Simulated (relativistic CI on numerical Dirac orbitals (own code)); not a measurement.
# Ligand-field terms of d3

Computed with a parametric ligand-field model of a d^n configuration (Racah B and C, spin-orbit zeta, crystal field), exact diagonalisation.

Field parameters in Wybourne normalisation: Oh B⁴₀ = 21Dq, B⁴₄ = √(5/14) B⁴₀; Td as Oh with Dq negative (B⁴₀ = 21Dq, B⁴₄ = √(5/14) B⁴₀). The field is a parameter set, without covalency.

Problem. Ground term and bands for B = 860, C = 3010, ζ = 0 cm⁻¹, Oh, 10Dq = 22600 cm⁻¹?

Solution. Ground term 4A2 with 0.00 electrons in the two orbitals of the cubic e set. Spin-allowed: 4T2 22600 cm⁻¹ (442 nm), 4T1 31304 cm⁻¹ (319 nm), 4T1 49396 cm⁻¹ (202 nm). Lowest spin-forbidden: 2E 15367 cm⁻¹ (651 nm), 2T1 16163 cm⁻¹ (619 nm), 2T2 23607 cm⁻¹ (424 nm). With an A2 ground term the first spin-allowed band lies at |10Dq| itself.

Problem. A d3 ion in Oh symmetry has the ground term 4A2 and bands at 2E 15545 cm⁻¹ (643 nm), 2T1 16022 cm⁻¹ (624 nm), 2T2 24528 cm⁻¹ (408 nm), 4T2 31900 cm⁻¹ (313 nm), 4T1 39430 cm⁻¹ (254 nm), 4T1 66470 cm⁻¹ (150 nm). Which parameters reproduce them?

Solution. B = 680, C = 3400, ζ = 0 cm⁻¹, Oh, 10Dq = 31900 cm⁻¹.

Problem. Ground term and bands for B = 580, C = 2250, ζ = 0 cm⁻¹, Td, 10Dq = -7100 cm⁻¹?

Solution. Ground term 4T1 with 1.94 electrons in the two orbitals of the cubic e set. Spin-allowed: 4T2 6275 cm⁻¹ (1594 nm), 4A2 13375 cm⁻¹ (748 nm), 4T1 14150 cm⁻¹ (707 nm). Lowest spin-forbidden: 2E 3844 cm⁻¹ (2602 nm), 2T1 9767 cm⁻¹ (1024 nm), 2T2 10035 cm⁻¹ (997 nm).

Problem. A d3 ion in Oh symmetry has the ground term 4A2 and bands at 4T2 11600 cm⁻¹ (862 nm), 2E 13973 cm⁻¹ (716 nm), 2T1 14552 cm⁻¹ (687 nm), 4T1 17376 cm⁻¹ (576 nm), 2T2 20197 cm⁻¹ (495 nm), 4T1 27024 cm⁻¹ (370 nm). Which parameters reproduce them?

Solution. B = 640, C = 3130, ζ = 0 cm⁻¹, Oh, 10Dq = 11600 cm⁻¹.

Problem. Ground term and bands for B = 690, C = 2850, ζ = 0 cm⁻¹, Td, 10Dq = -8650 cm⁻¹?

Solution. Ground term 4T1 with 1.94 electrons in the two orbitals of the cubic e set. Spin-allowed: 4T2 7656 cm⁻¹ (1306 nm), 4A2 16306 cm⁻¹ (613 nm), 4T1 17011 cm⁻¹ (588 nm). Lowest spin-forbidden: 2E 4965 cm⁻¹ (2014 nm), 2T1 12133 cm⁻¹ (824 nm), 2T2 12494 cm⁻¹ (800 nm).
